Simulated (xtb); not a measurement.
H₃O₂, charge +1, singlet, from a rough starting geometry; GFN2-xTB in xtb.

Input for xtb:
```
$ xtb mol.xyz --gfn 2 --chrg 1 --opt vtight --json

# file mol.xyz
5

O      0.74803789    -0.38302358     0.34878283
O     -0.39981430     0.13914417    -0.26362957
H      1.51849446    -0.27666844    -0.24702237
H     -0.71678411     0.90245151     0.38644076
H     -1.05038560    -0.54796929    -0.20037252
```

What the program printed (banner, timings and long lists left out):

```
   ID    Z sym.   atoms
    1    8 O      1, 2
    2    1 H      3-5

           -------------------------------------------------
          |                Calculation Setup                |
           -------------------------------------------------

           -------------------------------------------------
          |                 G F N 2 - x T B                 |
           -------------------------------------------------

          ...................................................
          :                      SETUP                      :
          :.................................................:
          :  # basis functions                  11          :
          :  # atomic orbitals                  11          :
          :  # shells                            7          :
          :  # electrons                        14          :
          :  max. iterations                   250          :
          :  Hamiltonian                  GFN2-xTB          :
          :  restarted?                      false          :
          :  GBSA solvation                  false          :
          :  PC potential                    false          :
          :  electronic temp.          300.0000000     K    :
          :  accuracy                    1.0000000          :
          :  -> integral cutoff          0.2500000E+02      :
          :  -> integral neglect         0.1000000E-07      :
          :  -> SCF convergence          0.1000000E-05 Eh   :
          :  -> wf. convergence          0.1000000E-03 e    :
          :  Broyden damping             0.4000000          :
          :  net charge                          1          :
          :  unpaired electrons                  0          :
          ...................................................

 iter      E             dE          RMSdq      gap      omega  full diag
   1     -9.0737098 -0.907371E+01  0.498E+00    8.62       0.0  T
   2     -9.0864752 -0.127654E-01  0.285E+00    8.06       1.0  T
   3     -9.0876223 -0.114711E-02  0.875E-01    7.83       1.0  T
   4     -9.0878307 -0.208437E-03  0.163E-01    7.94       1.0  T
   5     -9.0878526 -0.219333E-04  0.688E-02    7.95       1.0  T
   6     -9.0878577 -0.508734E-05  0.301E-02    7.97       1.5  T
   7     -9.0878591 -0.142575E-05  0.929E-03    7.97       4.8  T
   8     -9.0878592 -0.877201E-07  0.209E-03    7.97      21.4  T
   9     -9.0878592 -0.296693E-08  0.767E-04    7.97      58.3  T
[...]
         :: total energy              -9.046700410988 Eh    ::
 * total energy  :    -9.0467004 Eh     change       -0.6714629E-12 Eh
 * total energy  :    -9.0494651 Eh     change       -0.2764736E-02 Eh
 * total energy  :    -9.0501714 Eh     change       -0.7062648E-03 Eh
 * total energy  :    -9.0501861 Eh     change       -0.1464931E-04 Eh
 * total energy  :    -9.0501965 Eh     change       -0.1046631E-04 Eh
 * total energy  :    -9.0501998 Eh     change       -0.3253682E-05 Eh
 * total energy  :    -9.0502017 Eh     change       -0.1902014E-05 Eh
 * total energy  :    -9.0502025 Eh     change       -0.8415174E-06 Eh
 * total energy  :    -9.0502027 Eh     change       -0.1985133E-06 Eh
 * total energy  :    -9.0502027 Eh     change       -0.1717263E-07 Eh
   *** GEOMETRY OPTIMIZATION CONVERGED AFTER 10 ITERATIONS ***
         :: total energy              -9.050202740423 Eh    ::
[...]
        10                         -0.1285255              -3.4974
        11                         -0.1178624              -3.2072
      -------------------------------------------------------------
                  HL-Gap            0.2799445 Eh            7.6177 eV
             Fermi-level           -0.6067169 Eh          -16.5096 eV

     #   Z          covCN         q      C6AA      α(0)
     1   8 O        1.735    -0.211    17.508     5.650
     2   8 O        2.531    -0.082    15.548     5.325
     3   1 H        0.803     0.405     0.475     1.083
     4   1 H        0.799     0.444     0.412     1.009
     5   1 H        0.799     0.444     0.412     1.009

 Mol. C6AA /au·bohr⁶  :        101.424811
 Mol. C8AA /au·bohr⁸  :       1871.715233
 Mol. α(0) /au        :         14.075367

Wiberg/Mayer (AO) data.
largest (>0.10) Wiberg bond orders for each atom

 ---------------------------------------------------------------------------
     #   Z sym  total        # sym  WBO       # sym  WBO       # sym  WBO
 ---------------------------------------------------------------------------
     1   8 O    1.811 --     2 O    0.973     3 H    0.830
     2   8 O    2.567 --     1 O    0.973     5 H    0.796     4 H    0.796
     3   1 H    0.836 --     1 O    0.830
     4   1 H    0.803 --     2 O    0.796
     5   1 H    0.803 --     2 O    0.796
 ---------------------------------------------------------------------------

Topologies differ in total number of bonds
Writing topology from bond orders to xtbtopo.mol

molecular dipole:
                 x           y           z       tot (Debye)
 q only:       -0.570       0.168      -0.190
   full:       -0.688       0.219      -0.246       1.939
molecular quadrupole (traceless):
                xx          xy          yy          xz          yz          zz
 q only:        4.303      -0.622      -0.992      -1.276       1.465      -3.311
  q+dip:        4.540       0.121      -0.705      -2.703       2.381      -3.835
   full:        4.915      -0.272      -0.998      -2.269       2.102      -3.918

optimized geometry written to: xtbopt.xyz

           -------------------------------------------------
          | TOTAL ENERGY               -9.050202740423 Eh   |
          | GRADIENT NORM               0.000015147203 Eh/α |
          | HOMO-LUMO GAP               7.617677486959 eV   |
           -------------------------------------------------

normal termination of xtb
```
